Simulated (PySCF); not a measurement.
## Which determinant of LiSe lies lowest?

Unrestricted PBE0; PySCF, spin-free X2C with a Gaussian nucleus, basis sets Li x2c-TZVPPall, Se x2c-TZVPPall. Outer shells of the fragments: Li 2s1; Se 3d10 4s2 4p4.

Followed along the bond (rough minima from three points):

| 2Ms+1 | unpaired | ⟨S²⟩ at the start | R at minimum (Å) | Te (eV) |
| --- | --- | --- | --- | --- |
| 2 | π ↑ | 0.75 | 2.27 | 0.00 |
| 2 | σ ↑ | 0.75 | 2.20 | 0.71 |
| 4 | σ ↑, π ↑↑ | 3.75 | none in the scan | ≤ 2.79 |

Solutions found at the starting distance of 2.400 Å, counted from the lowest of them; the search is not exhaustive and high or unbound solutions are not listed, so other states can lie among these:

| 2Ms+1 | unpaired | term | E (eV) | ⟨S²⟩ | ⟨Lz²⟩ | μ (D) |
| --- | --- | --- | --- | --- | --- | --- |
| 2 | π ↑ | ²Π | 0.00 | 0.75 | 1.01 | -7.28 |
| 2 | σ ↑ | ²Σ⁺ | 0.77 | 0.75 | 0.00 | -7.37 |
| 4 | σ ↑, π ↑↑ | ⁴Σ⁻ | 2.85 | 3.75 | 0.00 | 3.98 |
| 2 | σ ↓, π ↑↑ | mixed | 2.90 | 1.75 | 0.00 | 4.34 |
| 2 | σ ↑, π ↑↓ | mixed | 3.28 | 1.76 | 2.02 | 4.15 |
| 4 | σ ↑↑, π ↑ | ⁴Π | 3.42 | 3.75 | 1.01 | 3.95 |
| 4 | π ↑↑↑ | ⁴Π | 4.24 | 3.75 | 1.00 | 1.34 |
| 4 | σ ↑, π ↑↑ | mixed | 4.75 | 3.75 | 2.01 | 1.10 |
| 4 | σ ↑, π ↑↑ | mixed | 4.90 | 3.75 | 2.01 | 1.26 |

A term symbol is given only where ⟨S²⟩ and ⟨Lz²⟩ are close to those of a pure state; real π, δ and φ orbitals otherwise mix terms. A positive dipole means Li(−)Se(+).

Compare the gap between the two lowest followed solutions at the starting distance with the gap between their minima.

At PBE0 the second solution (doublet, unpaired electrons σ ↑) lies +0.77 eV from the first (doublet, unpaired electrons π ↑) at 2.400 Å and +0.71 eV at the minima; the two curves relax by different amounts, since their minima lie near 2.20 and 2.27 Å.

Spin–orbit coupling is left out. Counting both spins, an empty level lies below a filled one in some of these solutions, because spin and occupation are held.
